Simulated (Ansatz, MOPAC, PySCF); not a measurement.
Species: CH3Si, net charge 0, doublet state. SMILES: C=[SiH]
Geometry from a B3LYP-D3(BJ)/def2-TZVP (Ansatz, a quantum-chemistry and plane-wave program) optimisation:
```
C
H 1 1.0812
H 1 1.0862 2 115.98
Si 1 1.7070 2 123.86 3 180.00
H 4 1.4946 1 121.17 2 -180.00
```
Charge 0, spin multiplicity 2.

Unscaled harmonic wavenumbers (cm⁻¹) in rising order, each level at the stationary point that it reaches from this structure (no distance between atoms moves by over 0.3 Å); the order of modes can differ between levels, and a negative number is imaginary. B3LYP-D3(BJ)/def2-TZVP (PySCF, at the structure above): 265, 517, 746, 834, 967, 1366, 2128, 3122, 3228.

AM1 (MOPAC): 485, 529, 763, 921, 929, 1378, 2259, 3146, 3205. Zero-point energy 19.5 against 18.8 kcal/mol; where all levels lie over 400 cm⁻¹, the wavenumbers are on average 1.023 times those of B3LYP-D3(BJ)/def2-TZVP.

PM3 (MOPAC): 493, 507, 757, 813, 862, 1336, 1834, 3113, 3169. Zero-point energy 18.4 against 18.8 kcal/mol; where all levels lie over 400 cm⁻¹, the wavenumbers are on average 0.960 times those of B3LYP-D3(BJ)/def2-TZVP.

PM6 (MOPAC): 417, 443, 720, 838, 943, 1186, 2061, 2704, 2757. Zero-point energy 17.3 against 18.8 kcal/mol; where all levels lie over 400 cm⁻¹, the wavenumbers are on average 0.920 times those of B3LYP-D3(BJ)/def2-TZVP.

B3LYP/6-31G* (Ansatz): 185, 521, 759, 846, 956, 1395, 2147, 3143, 3249. Zero-point energy 18.9 against 18.8 kcal/mol; where all levels lie over 400 cm⁻¹, the wavenumbers are on average 1.009 times those of B3LYP-D3(BJ)/def2-TZVP.
